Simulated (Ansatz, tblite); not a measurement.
Cost and result up the ladder for the cluster Au2Br (the lowest doublet isomer of a short search) (3 atoms). Charge 0, multiplicity 2. Geometry: PBE-D4/def2-TZVP.

```xyz
3

Au   -0.2969   -0.2094   -0.1314
Au    0.7553   -1.2671    1.9356
Br   -0.4583    1.4765   -1.8042
```

Ansatz on 4 threads of Arm Neoverse V2 on a shared host; xTB runs through tblite on one thread. Times are rough, summed over both states, and most runs start from the orbitals of an earlier one. PBE0-D4/def2-TZVP serves as the yardstick here, not as an exact answer. The other state is a triplet.

In the def2 sets Au takes a core potential; there is no spin–orbit coupling. The xTB rows come from tblite. HOMO above LUMO, or a gap near zero within one spin, warns that the state may not be the lowest or that an electron is smeared out. The structure comes from a short search, and lower isomers may exist.

Raw xTB energies of ions are shifted by several eV, and xTB has no spin-polarisation term.

| level | functions | wall time | vertical IE (eV) | difference from PBE0-D4/def2-TZVP (eV) | remarks |
| --- | --- | --- | --- | --- | --- |
| GFN2-xTB | 27 | 0.006 s | 13.82 | 4.47 | – |
| GFN1-xTB | 27 | 0.007 s | 14.19 | 4.84 | – |
| PBE-D4/def2-TZVP | 128 | 12 s | 9.40 | 0.05 | gap within one spin near zero (+1 triplet) |
| PBE0-D4/def2-TZVP (with forces) | 128 | 33 s | 9.35 | 0.00 | – |
| r2SCAN-D4/def2-TZVP | 128 | 42 s | 9.45 | 0.10 | – |
